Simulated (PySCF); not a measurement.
bromine (Br₂), SMILES BrBr. Geometry optimised at PBE0-D3(BJ)/def2-TZVP.

These are PBE0-D3(BJ)/def2-TZVP run with PySCF values and carry that method's errors.

Harmonic wavenumbers (cm⁻¹): 334. Rotational constants (GHz): 2.430 (linear); symmetry number 2.

Task: Work out the zero-point energy and the ideal-gas rigid-rotor harmonic-oscillator thermochemistry at 298.15 K and 1 atm.

Result: ZPE = ½ Σ hcν = ½ × 334 cm⁻¹ = 2.00 kJ/mol. H − E(el) = 11.67 kJ/mol. Entropy in J/(mol K): translation 172.03, rotation 67.79, vibration 5.18, total 245.00. G − E(el) = -61.38 kJ/mol. Cp = 35.82 J/(mol K).
